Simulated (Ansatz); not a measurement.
C$_{7}$H$_{14}$ (`C=CCCC(C)C`), charge 0, multiplicity 1.

**Question.** Give a relaxed structure at PBE0-D4/def2-TZVP (Ansatz 0.2.0). (Estimate.)

**Answer.** The calculation gave: 
```xyz
21

C    -1.753    1.648   -2.563
C    -0.754    0.821   -2.288
C    -0.698   -0.099   -1.116
C     0.486    0.200   -0.201
C     0.684   -0.799    0.935
C     1.973   -0.496    1.686
C    -0.498   -0.825    1.893
H    -1.730    2.302   -3.427
H    -2.634    1.699   -1.930
H     0.113    0.806   -2.948
H    -1.638   -0.036   -0.562
H    -0.610   -1.134   -1.473
H     1.400    0.229   -0.806
H     0.370    1.207    0.220
H     0.780   -1.798    0.486
H     2.151   -1.225    2.481
H     1.925    0.494    2.150
H     2.837   -0.509    1.017
H    -1.425   -1.120    1.397
H    -0.655    0.164    2.336
H    -0.324   -1.529    2.711
```
This is one stationary point; other conformers may exist.
